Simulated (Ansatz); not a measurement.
The cluster Hg3S3⁺. Total charge 1; doublet. Geometry r2SCAN-D4/def2-SVP, basis def2-TZVP, Ansatz.

```xyz
6

Hg    1.862    2.195   -2.301
Hg   -0.334   -0.020    1.901
Hg   -1.484   -0.821    4.341
S     0.470   -1.050   -1.378
S    -1.215   -1.075   -2.340
S     0.700    0.771   -0.223
```

```tsv
run	HOMO (eV)	LUMO (eV)
A	-10.65	-8.19
B	-9.82	-8.77
C	-9.56	-8.84
D	-10.48	-8.20
```

In the def2 sets Hg takes a core potential; there is no spin–orbit coupling. Another isomer (doublet) lies 0.30 eV lower at PBE0-D4/def2-TZVP; other spin states weren't run for this one.

HOMO and LUMO are taken over both spins.

Q: The runs used PBE, PBE0, r2SCAN, r2SCAN0. Estimate which is which.

A: A r2SCAN0 (25 % exact exchange); B r2SCAN (0 % exact exchange); C PBE (0 % exact exchange); D PBE0 (25 % exact exchange). Exact exchange lowers occupied and raises empty levels; among semilocal functionals meta-GGAs tend to open the gap a little, and such runs are hard to tell apart. The gap grows from 0.71 eV (PBE) to 2.46 eV (r2SCAN0).
